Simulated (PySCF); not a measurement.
C₉H₆N₄, SMILES C12N=CN=C3C=CN=C(C=CC=1)N32. Atoms are numbered in the order given.

```xyz
19

C     -0.7229    -2.6655     0.0000
C     -1.7044    -1.6922     0.0000
C     -1.3625    -0.3214     0.0000
N     -2.3124     0.6221     0.0000
C     -1.9386     1.8987     0.0000
C     -0.6175     2.3229     0.0000
C      0.4093     1.3615     0.0000
N      1.7038     1.6880     0.0000
C      2.5821     0.6806     0.0000
N      2.3194    -0.6089     0.0000
C      1.0143    -0.9771     0.0000
C      0.6312    -2.3174     0.0000
N      0.0079     0.0100     0.0000
H     -1.0074    -3.7203     0.0000
H     -2.7685    -1.9212     0.0000
H     -2.7474     2.6389     0.0000
H     -0.3276     3.3717     0.0000
H      3.6420     0.9660     0.0000
H      1.4321    -3.0543     0.0000
```
Charge 0, spin multiplicity 1.

Geometry: B3LYP-D3(BJ)/def2-SVP.

All values below come from HF/def2-SVP in PySCF.

Symmetry labels are those of the subgroup Cs that the program uses (full group Cs).

Task: List the valence orbital energies around the gap with their symmetry. (The exact figures need the calculation; the answer reports its results.)

Result: 
| orbital | symmetry | energy (eV) |
|---|---|---|
| HOMO−7 | A" | -14.06 |
| HOMO−6 | A' | -13.30 |
| HOMO−5 | A" | -12.81 |
| HOMO−4 | A' | -12.09 |
| HOMO−3 | A' | -11.51 |
| HOMO−2 | A" | -11.44 |
| HOMO−1 | A" | -10.48 |
| HOMO | A" | -7.32 |
| LUMO | A" | 1.19 |
| LUMO+1 | A" | 2.33 |
| LUMO+2 | A" | 2.68 |
| LUMO+3 | A' | 4.97 |
